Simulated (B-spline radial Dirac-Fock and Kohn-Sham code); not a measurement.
**The M5 (3d5/2) hole of rhodium ions: width and yield against charge**

The computed values come from an atomic code on a B-spline grid: independent-particle rates on relativistic LDA orbitals of the hole state (multipoles up to L = 3, Coulomb Auger matrix elements, transition energies from Dirac-Fock). Tabulated ground configurations, configuration averages; single configurations, so decays that open only by mixing (as 1s 2s² with 1s 2p² in Be-like ions) are missing and such tiny yields are far too low.

| ion | configuration | radiative (eV) | non-radiative (eV) | yield |
| --- | --- | --- | --- | --- |
| Rh²⁺ | [Kr] 4d7 | 6.20e-05 | 0.258 | 0.000240 |
| Rh³⁺ | [Kr] 4d6 | 6.40e-05 | 0.235 | 0.000273 |
| Rh⁴⁺ | [Kr] 4d5 | 6.64e-05 | 0.206 | 0.000322 |
| Rh⁵⁺ | [Kr] 4d4 | 6.92e-05 | 0.174 | 0.000397 |
| Rh⁶⁺ | [Kr] 4d3 | 7.23e-05 | 0.139 | 0.000521 |
| Rh⁷⁺ | [Kr] 4d2 | 7.57e-05 | 0.101 | 0.000750 |
